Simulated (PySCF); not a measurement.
**Working out the electron affinity of Rb**

Rb- [Kr] 5s2 (1S) → Rb [Kr] 5s1 (2S). Calculation: PySCF 2.14, in x2c-QZVPPall with one added diffuse shell each of s, p, d, f, g type (14s9p8d4f3g, 136 functions); scalar relativity by spin-free X2C-1e. Frozen: [Ar] 3d10. Energies in hartree (1 hartree = 27.21139 eV):

| part | Rb- (lower) | Rb (upper) |
| --- | --- | --- |
| UHF | -2979.147393 | -2979.150483 |
| MP2 opposite-spin | -0.157859 | -0.143042 |
| MP2 same-spin | -0.050864 | -0.049805 |

What does Hartree-Fock give?

(-2979.150483) − (-2979.147393) = -0.003090 hartree = -0.084 eV.

What do MP2 and SCS-MP2 (6/5 opposite-spin, 1/3 same-spin) give?

The opposite-spin parts differ by 0.403 eV and the same-spin parts by 0.029 eV. MP2: -0.084 + (0.403) + (0.029) = 0.348 eV. SCS-MP2: -0.084 + 1.2 × (0.403) + (0.029)/3 = 0.409 eV.

A first-order spin-orbit estimate adds 0.000 eV to MP2 (valence and next inner shell), giving 0.348 eV against 0.486 eV (measured; photodetachment measurements, as compiled on the Wikipedia data page of electron affinities).

What remains against the reference includes basis incompleteness, the frozen core and correlation beyond second order.
